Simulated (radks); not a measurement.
Effect of the nuclear size on the xenon ion Xe24+, [Ar] 3d10 4s2. All-electron calculation, Dirac Kohn-Sham, exchange-only LDA, spin-unpolarised, spherical densities, finite nucleus; Fermi nuclear charge, rms radius 4.7859 fm. Program: a radial shooting solver on a logarithmic mesh with Libxc functionals. The rms radius is varied about that value; shifts are against it.

| rms radius (fm) | total energy shift (eV) | density at nucleus (e/bohr^3) | 1s1/2 shift (meV) | 2s1/2 shift (meV) | 3s1/2 shift (meV) | 3p1/2 shift (meV) | 4s1/2 shift (meV) | 4p1/2 (empty) shift (meV) | 5s1/2 (empty) shift (meV) |
|---|---|---|---|---|---|---|---|---|---|
| 3.9053 | -2.24 | 2.811e+05 | -933 | -111 | -22.3 | 1.24 | -6.45 | 0.456 | -2.74 |
| 4.5705 | -0.582 | 2.733e+05 | -243 | -28.7 | -5.79 | 0.322 | -1.68 | 0.119 | -0.711 |
| 4.7859 | 0 | 2.71e+05 | 0.000 | 0.000 | 0.000 | 0.000 | 0.000 | 0.000 | 0.000 |
| 5.1496 | 1.03 | 2.675e+05 | 431 | 51.0 | 10.3 | -0.572 | 2.98 | -0.210 | 1.26 |
| 5.5947 | 2.38 | 2.636e+05 | 993 | 118 | 23.7 | -1.32 | 6.86 | -0.485 | 2.91 |

Slopes of the eigenvalues against <r^2> in GHz/fm^2, as finite differences over the two radii next to the reference (eigenvalue slopes, not the field-shift constants of lines): 1s1/2 28900, 2s1/2 3420, 3s1/2 690, 3p1/2 -38.4, 4s1/2 200, 4p1/2 (empty) -14.1, 5s1/2 (empty) 84.7.
